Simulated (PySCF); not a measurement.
Identify the unknown among the candidates.

All candidates are C7H16O.

* XPS: C1s 290.1, C1s 290.3, C1s 290.3, C1s 290.4, C1s 290.6, C1s 291.8, C1s 292.0, O1s 538.0 eV [ΔSCF SCAN, pcX-2 on the ionised atom, pcseg-1 elsewhere, spin-free X2C]
* UV, strongest line: among the 10 lowest singlet transitions: S6 at 9.00 eV (138 nm, f = 0.028) [TDDFT wB97X-D/def2-SVPD]
* 13C NMR: chemical shifts (computed TMS as zero) by class: 71.0 (1 C), 68.7 (1 C), 35.9 (1 C), 34.8 (1 C), 28.7 (1 C), 17.5 (1 C), 14.9 (1 C) ppm [GIAO B3LYP/pcSseg-1]
* Dipole: 1.17 D [wB97X-D/def2-SVPD]
* 1H NMR: chemical shifts (computed TMS as zero) by class: 3.55 (2 H), 3.27 (2 H), 1.38 (2 H), 1.26 (2 H), 1.18 (2 H), 1.13 (3 H), 1.03 (3 H) ppm [GIAO B3LYP/pcSseg-1]
* Triplet: lowest triplet excitation (Tamm–Dancoff): 7.41 eV [TDA wB97X-D/def2-SVPD]
* Rotational structure: rotational constants A, B, C: 4.249, 0.723, 0.665 GHz [PBE0-D3(BJ)/def2-SVP]
* Valence photoelectron: vertical ionisation energy: 9.48 eV [ΔSCF wB97X-D/def2-SVPD]

Electronic properties: PySCF, gas phase, density fitting. Levels stand in brackets. The structure is a single PBE0-D3(BJ)/def2-SVP conformer in the gas phase; no vibrational or solvent corrections. NMR classes are plain means over equivalent atoms (diastereotopic ones count apart unless rotation or inversion swaps them), as if these changed places fast.

Problem. Which candidate is it?
A. `CCOCC(C)(C)C` (neo-PeOEt)
B. `CCCCCCCO` (1-heptanol)
C. `CCC(C)(C)CCO` (3,3-dimethylpentan-1-ol)
D. `CCCCCOCC` (n-PeOEt)

Solution. D. It is `CCCCCOCC`. Numbering: `[CH3:1][CH2:2][CH2:3][CH2:4][CH2:5][O:6][CH2:7][CH3:8]`. Its formula, C7H16O, gives 0 degrees of unsaturation, so no ring and no π bond. 7 carbons fall into 7 classes; from least to most shielded: sp3 carbon bound to oxygen [C5] (71.0 ppm), sp3 carbon bound to oxygen [C7] (68.7 ppm), chain CH2 carbon [C4] (35.9 ppm), chain CH2 carbon [C3] (34.8 ppm), chain CH2 carbon [C2] (28.7 ppm), methyl carbon [C1] (17.5 ppm), methyl carbon [C8] (14.9 ppm). Hydrogen classes from least to most shielded: 2 H on an sp3 carbon bound to oxygen, C7 (3.55 ppm, a mean of values up to 0.6 ppm apart in this geometry), 2 H on an sp3 carbon bound to oxygen, C5 (3.27 ppm), 2 H on a chain CH2 carbon, C4 (1.38 ppm), 2 H on a chain CH2 carbon, C3 (1.26 ppm, a mean of values up to 1.0 ppm apart in this geometry), 2 H on a chain CH2 carbon, C2 (1.18 ppm), 3 H on a methyl carbon, C8 (1.13 ppm, a mean of values up to 0.9 ppm apart in this geometry), 3 H on a methyl carbon, C1 (1.03 ppm). The core levels belong to: C1s 290.1 eV, chain CH2 carbon [C3]; C1s 290.3 eV, chain CH2 carbon [C2]; C1s 290.3 eV, chain CH2 carbon [C4]; C1s 290.4 eV, methyl carbon [C1]; C1s 290.6 eV, methyl carbon [C8]; C1s 291.8 eV, sp3 carbon bound to oxygen [C5]; C1s 292.0 eV, sp3 carbon bound to oxygen [C7]; O1s 538.0 eV, ether oxygen [O6]. The first electron is taken from the HOMO, whose largest Löwdin shares are 0.56 on the ether oxygen, 0.11 on an sp3 carbon bound to oxygen, 0.07 on an sp3 carbon bound to oxygen and 0.07 on a methyl carbon. The optimised geometry has point group C1 and is an asymmetric top.

The others, at the same levels:
- `CCC(C)(C)CCO` fails: its computed vertical ionisation energy is 10.05 eV (against 9.48 eV), lowest triplet excitation (Tamm–Dancoff) is 7.01 eV (against 7.41 eV) and strongest line among the 10 lowest singlet transitions is S9 at 9.53 eV (130 nm, f = 0.107) (against S6 at 9.00 eV).
- `CCCCCCCO` fails: its computed 13C shifts are 67.7 (1 C), 39.4 (1 C), 36.4 (1 C), 32.6 (1 C), 27.8 (1 C), 26.0 (1 C), 17.5 (1 C) ppm, core binding energies are C1s 290.4, C1s 290.4, C1s 290.4, C1s 290.5, C1s 290.5, C1s 290.5, C1s 291.9, O1s 538.6 eV and 1H shifts are 3.60 (2 H), 1.40 (2 H), 1.23 (2 H), 1.21 (2 H), 1.19 (2 H), 1.18 (2 H), 1.00 (3 H), -0.45 (1 H) ppm.
- `CCOCC(C)(C)C` fails: its computed strongest line among the 10 lowest singlet transitions is S9 at 9.29 eV (133 nm, f = 0.094) (against S6 at 9.00 eV), rotational constant A is 3.608 GHz (against 4.249 GHz) and smallest rotational constant is 1.013 GHz (against 0.665 GHz).

Each candidate is one conformer, not necessarily the lowest. Dipoles, sizes and rotational constants follow the conformer. The torsions of the flexible species, by atom-mapped SMILES:
- `[CH3:1][CH2:2][C:3]([CH3:4])([CH3:5])[CH2:6][CH2:7][OH:8]`: C1–C2–C3–C4 -178°, C2–C3–C6–C7 -57°, C3–C6–C7–O8 178°, H–O8–C7–C6 58°
- `[CH3:1][CH2:2][O:3][CH2:4][C:5]([CH3:6])([CH3:7])[CH3:8]`: C1–C2–O3–C4 74°, C2–O3–C4–C5 173°, O3–C4–C5–C6 180°

The conformers of `CCCCCOCC` and `CCCCCCCO` aren't listed.
